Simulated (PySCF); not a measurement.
Si(OMe)2 (C2H6O2Si), SMILES CO[Si]OC (connectivity only; charge and spin as stated), neutral, multiplicity 1.

Coordinates come from a B3LYP-D3(BJ)/def2-SVP optimisation. One conformer was computed; it need not be the lowest.

Two levels are set side by side: PBE/def2-TZVP (PySCF) and ωB97X/def2-TZVP (PySCF). Same geometry, gas phase. Differences are taken from unrounded values.

```
quantity                     ωB97X
---------------------------  -----
orbital gap (eV)             10.32
highest occupied level (eV)  -9.34
lowest empty level (eV)       0.98
dipole moment (D)             1.71
mean polarisability (bohr³)   60.8
```

Question: What does PBE give, and how far is it from ωB97X? (The exact figures need the calculation; the answer reports its results.)

Answer: 
| quantity | PBE | PBE minus ωB97X |
|---|---|---|
| orbital gap (eV) | 3.95 | -6.37 |
| highest occupied level (eV) | -5.84 | 3.50 |
| lowest empty level (eV) | -1.89 | -2.86 |
| dipole moment (D) | 1.68 | -0.03 |
| mean polarisability (bohr³) | 64.5 | 3.7 |

Without exact exchange PBE keeps part of each electron's self-repulsion, which lifts occupied levels and narrows the gap. Loosely held outer electrons make PBE densities more polarisable. Differences between two approximate levels are no errors against the true value.

Rough cost on one machine, each run with all the roots and properties that it gave: ωB97X against PBE within a factor of 2.
